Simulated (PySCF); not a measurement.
# How well do the runs reproduce experiment for CBr2F2?

**Experimental background.**

NIST CCCBDB Release 22 (SRD 101), experimental dipoles lists, for the gas: dipole moment (dielectric constant against temperature) 0.66 D.

How close the calculation comes is told at the end.

Species: CBr2F2.
SMILES with atom numbers: `[F:1][C:2]([F:3])([Br:4])[Br:5]`

Structure used (PBE0-D3(BJ)/def2-SVP), in Å, numbered top down from 1:
```
atom  x, y, z in Å
F1    -1.330    0.203   -0.360
C2    -0.097   -0.003    0.066
F3    -0.126   -0.149    1.377
Br4    0.594   -1.622   -0.740
Br5    0.997    1.530   -0.381
```

Runs made with PySCF (gas phase, on this PBE0-D3(BJ)/def2-SVP geometry; no spin–orbit coupling):

```json
{"level": "PBE0-D3(BJ)/def2-SVP, grid level 1", "job": "geometry optimisation from a GFN2-xTB start shaken at random", "basis functions": "106", "wall time": "20 s"}
```

Hardware: Intel Xeon 6975P-C, one thread, shared host.

Results beside the measurements:

**Dipole moment.** Measured: 0.66 D (NIST CCCBDB Release 22 (SRD 101), experimental dipoles).

```csv
level,computed (D),computed − measured (D),% (from the printed values)
PBE0-D3(BJ)/def2-SVP,0.40,-0.26,-39
```

The computed dipoles belong to one fixed geometry; measured ones are averaged over vibrations unless marked μe. Magnitudes are compared, not signs.

The geometry is computed, not the measured one. Where a level misses, the cause wasn't examined.
